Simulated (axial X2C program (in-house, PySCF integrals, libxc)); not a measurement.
## How the levels of VF⁺ (d3 s0 p(π)0 orbitals) move with the bond length

Calculated with an in-house all-electron X2C program for linear molecules (integrals from PySCF): two-component X2C with atomic mean-field Coulomb and Gaunt terms, basis V dyall-v3z, F dyall-v3z (cores contracted in-house). Orbitals come from Hartree–Fock averaged over the configuration V d3 s0 p(π)0; CI then distributes these electrons over the d, s, p(π) shells of V. The speed of light was multiplied by 2, so these are model numbers.

At R = 1.793 Å:

```
  Ω  energy (cm⁻¹)     g∥  configuration
1/2              0   3.99        100% d3
1/2             13   0.02        100% d3
3/2             27   4.00        100% d3
5/2             43   8.00        100% d3
1/2            892   2.00        100% d3
3/2            918   2.00        100% d3
5/2            944   6.00        100% d3
7/2            969  10.01        100% d3
3/2           1885   6.01        100% d3
1/2           1886   2.00        100% d3
3/2           5202   0.01        100% d3
5/2           5245   4.00        100% d3
7/2           5288   8.00        100% d3
9/2           5330  12.01        100% d3
```

g∥ is the magnitude of 2⟨Lz + ge Sz⟩ for the +Ω component. The lowest 14 levels at most are listed.

At R = 2.116 Å:

```csv
Ω,energy (cm⁻¹),g∥,configuration
1/2,0,2.63,100% d3
1/2,4,1.19,100% d3
3/2,15,3.81,100% d3
5/2,35,7.87,100% d3
1/2,126,1.82,100% d3
3/2,155,2.19,100% d3
5/2,178,6.14,100% d3
7/2,195,10.01,100% d3
3/2,865,6.00,100% d3
1/2,867,2.00,100% d3
3/2,2869,0.01,100% d3
5/2,2911,4.00,100% d3
7/2,2953,8.00,100% d3
9/2,2994,12.01,100% d3
```

The lowest level lies 8031 cm⁻¹ above the lowest at the first distance.

Question: How does the gap from the lowest to the fifth level change between the two distances?

Answer: From 892 to 126 cm⁻¹, a factor of 0.14.

There is no dynamic correlation: spin–orbit spacings and, for f shells, spacings inside one term are the most reliable numbers, splittings between terms come out too wide, and energies between configurations are not reliable, so the lowest level need not be the ground state of the molecule. For d shells the ligand-field splittings (σ, π, δ) and their order can be off by a thousand cm⁻¹ or more. At most 4 roots were kept for each Ω > 0 (twice that for Ω = 0) within 3.2 eV of the lowest, so higher up levels can be missing between those listed; levels with Ω > 0 are doubly degenerate and listed once, Ω = 0 levels singly. States that fill the shells left empty in the average are placed too high.
